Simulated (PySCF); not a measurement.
C3HF6, SMILES FC(F)(F)[CH]C(F)(F)F, doublet, PBE0/def2-SVP optimised geometry.

```
10

F     -2.01     0.94     0.00
C     -1.52    -0.31     0.00
F     -1.98    -0.92     1.09
F     -2.02    -0.94    -1.07
C     -0.03    -0.31     0.00
C      0.76    -0.31    -1.26
F      0.24     0.53    -2.16
F      0.79    -1.52    -1.82
F      2.02     0.06    -1.02
H      0.49    -0.26     0.95
```

Density from unrestricted PBE0/def2-TZVP run with PySCF 2.14.0 at that geometry.

Minimum of the electron density along straight lines between bonded atoms, close to the bond critical point (lines longer than 1.1 times the sum of covalent radii, or with two minima, are not listed):

| bond | length / Å | ρ at the minimum / e bohr⁻³ | ∇²ρ there / e bohr⁻⁵ | position (fraction from the first atom) |
|---|---|---|---|---|
| F1–C2 | 1.336 | 0.289 | -0.47 | 0.66 |
| C2–F3 | 1.333 | 0.291 | -0.45 | 0.34 |
| C2–F4 | 1.332 | 0.292 | -0.45 | 0.34 |
| C2–C5 | 1.490 | 0.280 | -0.80 | 0.52 |
| C5–C6 | 1.491 | 0.280 | -0.80 | 0.48 |
| C6–F7 | 1.334 | 0.290 | -0.47 | 0.34 |
| C6–F8 | 1.335 | 0.290 | -0.47 | 0.34 |
| C6–F9 | 1.332 | 0.291 | -0.45 | 0.34 |
| C5–H10 | 1.091 | 0.281 | -0.99 | 0.66 |
